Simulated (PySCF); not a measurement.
CH8FNOSi2, SMILES O[SiH2]N[SiH2]CF. Coordinates come from a B3LYP-D3(BJ)/def2-SVP optimisation. The structure was generated by enumeration, and PubChem lists no compound with its InChIKey, so it may never have been made. Other conformers were not sampled.

### Question
Give the equilibrium geometry at B3LYP-D3(BJ)/def2-SVP (PySCF confirms it by a frequency run) as a Z-matrix. (Estimate from the structure and the level; the computed values follow.)

### Answer
One answer among several that fit: 
```
N
H 1 1.0210
Si 1 1.7373 2 116.30
O 3 1.6683 1 113.27 2 67.14
H 4 0.9647 3 116.63 1 57.39
Si 1 1.7412 2 112.82 3 -177.00
H 3 1.4833 4 103.33 5 178.43
H 6 1.4906 1 109.52 2 -158.99
H 3 1.4912 7 111.79 4 -120.65
H 6 1.4931 8 109.05 1 124.87
C 6 1.9028 8 110.66 10 118.23
F 11 1.4009 6 106.91 8 170.30
H 11 1.1047 12 108.77 2 -154.10
H 11 1.1050 13 107.80 12 117.30
```
Charge 0, spin multiplicity 1.
